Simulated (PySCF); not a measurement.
A PySCF script (with the pyscf-properties extension) for the NMR shieldings of `C=C(c1ccccc1)[S@@](C)=O`, C₉H₁₀OS, on a GFN2-xTB geometry:

```python
import basis_set_exchange as bse
import numpy as np
from pyscf import gto, dft
from pyscf.prop import nmr

atoms = """
C     1.101061   -2.289045   -0.207628
C     0.851619   -1.006033   -0.408825
C    -0.409082   -0.298008   -0.231944
C    -1.301328   -0.664209    0.775281
C    -2.487432    0.023962    0.945500
C    -2.802056    1.086755    0.114624
C    -1.921393    1.459894   -0.887454
C    -0.731481    0.777783   -1.058618
S     2.245731    0.032664   -1.009259
C     2.410794    0.920856    0.607549
O     3.398995   -0.860790   -1.098542
H     0.354266   -2.995478    0.113261
H     2.095723   -2.665628   -0.390084
H    -1.052148   -1.484318    1.431608
H    -3.167992   -0.267933    1.731709
H    -3.728615    1.624591    0.248334
H    -2.161414    2.288352   -1.537418
H    -0.051127    1.066627   -1.845948
H     2.589966    0.194423    1.392411
H     3.257665    1.594217    0.524019
H     1.499329    1.478260    0.790953
"""
names = dict.fromkeys(["C", "S", "O", "H"], "pcSseg-1")
basis = {el: gto.basis.parse(bse.get_basis(n, elements=[el], fmt="nwchem")) for el, n in names.items()}
mol = gto.M(atom=atoms, basis=basis, charge=0, verbose=0)
mf = dft.RKS(mol, xc="PBE0")
mf.grids.level = 2
mf.grids.alignment = dft.numint.BLKSIZE   # the property module wants whole blocks of grid points
mf.conv_tol = 1e-9
mf.kernel()

calc = nmr.RKS(mf)   # GIAO
C = mf.mo_coeff
Co = C[:, mf.mo_occ > 0]
resp = mf.gen_response(singlet=True, hermi=2)
def vind(x):   # induced exchange potential for any number of trial vectors
    d = np.einsum("pi,xij,qj->xpq", C, 2 * x.reshape(-1, C.shape[1], Co.shape[1]), Co, optimize=True)
    return np.einsum("xpq,pi,qj->xij", resp(d - d.transpose(0, 2, 1)), C, Co, optimize=True).ravel()
mo1, _ = nmr.rhf.solve_mo1(calc, with_cphf=vind)
sigma = calc.kernel(mo1)
for i, s in enumerate(sigma):   # ppm
    print("%2d %-2s %9.2f" % (i, mol.atom_pure_symbol(i), np.trace(s) / 3))
```

Problem. What does it print?

Solution. 
```
 0 C      68.13
 1 C      16.73
 2 C      46.25
 3 C      55.01
 4 C      51.78
 5 C      52.21
 6 C      52.40
 7 C      56.96
 8 S     196.53
 9 C     138.28
10 O     284.57
11 H      25.20
12 H      25.38
13 H      23.84
14 H      23.96
15 H      24.08
16 H      24.08
17 H      24.14
18 H      29.72
19 H      29.20
20 H      29.89
```

These numbers come from an equivalent density-fitted implementation of the same equations, which agrees with the script to about 0.01 ppm for H and up to a few tenths of a ppm for heavy atoms, so last digits may differ.

Problem. Turn these shieldings into chemical shifts. δ = σ(ref) − σ, references computed at the same level: 13C (σref 186.93) and 1H (σref 31.72) vs TMS; CS2 for 33S (σref 503.73); 17O (σref 336.08) against H2O.

Solution. Averaging equivalent atoms: C 1: 170.2; C 2: 140.7; C 4/6: 134.8; C 5: 134.7; C 3/7: 130.9; C 0: 118.8; C 9: 48.6; S 8: 307; O 10: 51.5; H 13/17: 7.73; H 14/16: 7.70; H 15: 7.64; H 11: 6.52; H 12: 6.33; H 18/19/20: 2.12 ppm. Experimental scales use liquid or dissolved standards, which lie at an offset from isolated H2O (liquid H2O: subtract about 36 ppm).

Size and cost of the density-fitted run: 244 basis functions, 59 s wall time on 1 thread of an Arm Neoverse V1, shared host; peak memory 1.1 GiB.
